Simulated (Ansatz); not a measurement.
C2H5S (SMILES [CH2-]SC), charge -1, singlet (typed; the unrestricted solution is spin-contaminated), geometry from GFN2-xTB (a gas-phase anion, which may not be bound at this level), with bond 5-1 at 2.2 times its length; HF/3-21G (Ansatz, a program for electronic structure).

Input for Ansatz:
Ansatz 0.2 input:
```yaml
crystal:
  periodic: [false, false, false]
  atoms:
    - {symbol: C, position_ang: [0.00070800, 1.57129863, -0.36322795]}
    - {symbol: S, position_ang: [-0.00099071, 0.13073787, 0.53657575]}
    - {symbol: C, position_ang: [0.00078358, -1.56119730, -0.44210798]}
    - {symbol: H, position_ang: [0.90703429, 1.71646337, -0.96481068]}
    - {symbol: H, position_ang: [-1.98828003, 1.89075069, -1.69408565]}
    - {symbol: H, position_ang: [-0.00060884, -2.35294684, 0.30018101]}
    - {symbol: H, position_ang: [-0.89104011, -1.61619717, -1.06185539]}
    - {symbol: H, position_ang: [0.89489400, -1.61623736, -1.05854813]}
basis:
  gaussian:
    orbitals: 3-21G.json
hamiltonian:
  xc: hf
total_charge: -1
scf: {lower_state_search: standard}
magnetization: {spin_polarized: true}
```
The basis file holds 3-21G in the JSON format of the Basis Set Exchange.

Q: Write the output that Ansatz gives for this input, abridged.

A: 
```
Functional definition: HF
495 factors; integrals over basis functions are off by at most 1.0e-3 eV
mean field evaluation 1: about -12881.3055 eV, gradient 1.6e1 eV
mean field evaluation 2: about -12881.5921 eV, gradient 1.6e1 eV
mean field evaluation 4: about -12884.2337 eV, gradient 1.9e0 eV
mean field evaluation 8: about -12884.3500 eV, gradient 2.8e-1 eV
mean field evaluation 16: about -12884.6031 eV, gradient 1.7e0 eV
mean field evaluation 32: about -12885.3725 eV, gradient 1.7e0 eV
mean field evaluation 64: about -12882.9836 eV, gradient 8.6e0 eV
mean field evaluation 96: about -12879.7407 eV, gradient 1.9e1 eV
mean field evaluation 128: about -12884.3562 eV, gradient 6.9e-3 eV
mean field -12885.41478905 eV, -473.5302594496 hartree, gradient 2.8e-5 eV, S^2 0.862076; 7 other end points of the search recorded, 0 dependent functions left out
reference -12885.41478905 eV, -473.5302594496 hartree; 17, 17 occupied and 24, 24 virtual orbitals, 495 factors
Total energy: -12885.41478905 eV, -473.5302594496 hartree
```
